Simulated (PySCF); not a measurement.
Ga(SH)3 (GaH3S3), SMILES [Ga]([SH])([SH])[SH].

Geometry optimised at PBE-D3(BJ)/def2-SVP. The structure was generated by enumeration; whether it is a known compound was not checked. One conformer was computed; it need not be the lowest.

Calculation: PySCF with B3LYP/def2-TZVP.

Gas-phase values at a fixed geometry.

* **total energy**: -3121.49358 hartree
* **point group**: Cs
* **highest occupied level**: -7.38 eV
* **lowest empty level**: -1.43 eV
* **orbital gap**: 5.95 eV
* **dipole moment**: 1.49 D
* **quadrupole, principal values (traceless, Buckingham form, about the centre of nuclear charge)**: -5.48, -2.37, 7.85 D·Å
* **mean static polarisability**: 88.4 bohr³ (13.09 Å³)
* **polarisability, principal values**: 58.4, 102.7, 103.9 bohr³
